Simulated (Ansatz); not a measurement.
Al3Ru, relaxed as a quartet with UKS PBE-D4/def2-SVP in Ansatz, starting from the PBE-D4/def2-SVP geometry of the neutral doublet. Force threshold 0.02 eV/Å.

In the def2 sets Ru takes a core potential; there is no spin–orbit coupling. At PBE-D4/def2-SVP a doublet of charge 0 lies 1.38 eV below the quartet, each at its own geometry. The structure comes from a short search, and lower isomers may exist.

Start:

```xyz
4

Ru    0.527   -0.234   -0.930
Al   -0.377    1.740   -0.223
Al   -1.397   -1.123   -0.078
Al    1.247   -0.382    1.232
```

```tsv
step	energy (eV)	largest force component (eV/Å)	SCF passes
1	-22355.5391	0.937	169
2	-22355.5870	0.147	105
3	-22355.5887	0.023	100
4	-22355.5888	0.007	102
5	-22355.5893	0.020	129
6	-22355.5907	0.040	145
7	-22355.5913	0.029	123
8 (rejected)	-22355.5558	0.314	97
9	-22355.5932	0.035	149
10 (rejected)	-22355.5907	0.116	84
11	-22355.5937	0.082	76
12	-22355.5940	0.007	75
```

Force components are those of the run's own axes.

End:

Cartesian coordinates in Å:
```
Ru 0.606 -0.263 -0.935
Al -0.488 1.675 -0.227
Al -1.441 -1.007 -0.089
Al 1.323 -0.405 1.251
```

By distances, no bond broke or formed. The bond that changes most is Al2–Al3, from 3.04 to 2.85 Å (atoms count from 1).

The force fell under the threshold at step 4, but the optimiser went on and released 0.005 eV more. No frequencies were taken in this run, so the end may be a saddle point.

It took 65 s on 4 threads of Arm Neoverse V1 on a shared host.
